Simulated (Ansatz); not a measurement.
Basis-set series for C6H7ClO2Zr, SMILES `[OH][Zr]([OH])([Cl])[c]1ccccc1`. Charge 0, multiplicity 1. Zr takes the def2 core potential. All single points use the PBE0-D4/def2-TZVP geometry. It is one conformer, not always the lowest.

```csv
functional,basis,functions,energy (Eh),HOMO (eV),LUMO (eV)
PBE0-D4,def2-TZVPP,444,-890.35769,-7.24,-1.41
PBE0-D4,def2-QZVPP,817,-890.39454,-7.26,-1.44
ωB97M-V,def2-TZVPP,444,-890.70505,-9.26,0.56
ωB97M-V,def2-QZVPP,817,-890.73972,-9.28,0.34
```

**Question.** Give the rows for def2-SVP. (Estimate.)

**Answer.** Ansatz gave: 
| functional | basis | functions | energy (Eh) | HOMO (eV) | LUMO (eV) |
| --- | --- | --- | --- | --- | --- |
| PBE0-D4 | def2-SVP | 196 | -889.76013 | -7.19 | -1.27 |
| ωB97M-V | def2-SVP | 196 | -890.09504 | -9.21 | 0.75 |

Positive LUMOs are unbound and depend on the basis.
